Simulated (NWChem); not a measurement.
System: SiN$_{2}$H$_{6}$O; SMILES N[SiH](N)O

The following NWChem deck was run.

```
start job
memory heap 200 mb stack 900 mb global 1100 mb
geometry units angstroms noautoz
  Si    -0.010066    -0.027305    -0.317015
  N      0.572788    -1.553047     0.226997
  N      0.945170     1.323279     0.175980
  O     -1.540899     0.249051     0.293125
  H     -0.006026    -0.106941    -1.806474
  H      0.231755    -2.392215    -0.230541
  H      0.690014    -1.718390     1.221403
  H      1.907800     1.398244    -0.134325
  H      0.846843     1.675448     1.122114
  H     -1.909490     1.111976     0.080573
end
basis spherical
  * library def2-svpd
end
dft
  xc b3lyp
  iterations 150
  vectors input atomic output neutral.movecs
end
task dft energy
charge 1
dft
  odft
  mult 2
  vectors input atomic output cation.movecs
end
task dft energy
charge -1
dft
  odft
  mult 2
  vectors input atomic output anion.movecs
end
task dft energy
```

Coordinates come from a PBE0/def2-SVP optimisation.

Ions are spin-unrestricted doublets at the neutral geometry; other ion states weren't tried.

**Question.** Predict the main results of this run. (B3LYP/def2-SVPD, vertical spin-unrestricted ions.) Quantities: vertical ionisation energy, ΔSCF (eV); −ε(HOMO) (eV).

**Answer.** 
```
Property                               Result
-------------------------------------  ------
vertical ionisation energy, ΔSCF (eV)    9.56
−ε(HOMO) (eV)                            7.17
```
